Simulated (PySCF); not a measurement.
A run for PySCF: R-M06-2X/6-31G* on ClH2NSi (SMILES N[Si]Cl), a point of a torsion scan.

```python
from pyscf import gto, scf, dft, mp
from pyscf.data.elements import chemcore

mol = gto.M(
    atom='''
    N    -0.67898005   -0.05357296    0.04428416
    Si    0.83173552   -0.69948903    0.50359580
    Cl    0.52631751   -2.66238355   -0.13791004
    H    -0.93500954    0.90824303    0.18981320
    H    -1.41529776   -0.58550124   -0.40164582
    ''',
    basis='6-31g*',
    cart=True,
    charge=0, spin=0, verbose=3, max_memory=1800)
mf = dft.RKS(mol, xc='m062x')
mf.conv_tol = 1e-8
mf.max_cycle = 100
mf.kernel()
if not mf.converged:
    mf = mf.newton().run(mf.mo_coeff, mf.mo_occ)
```

Q: Give the final energy of this run.

A: -805.5971 hartree.
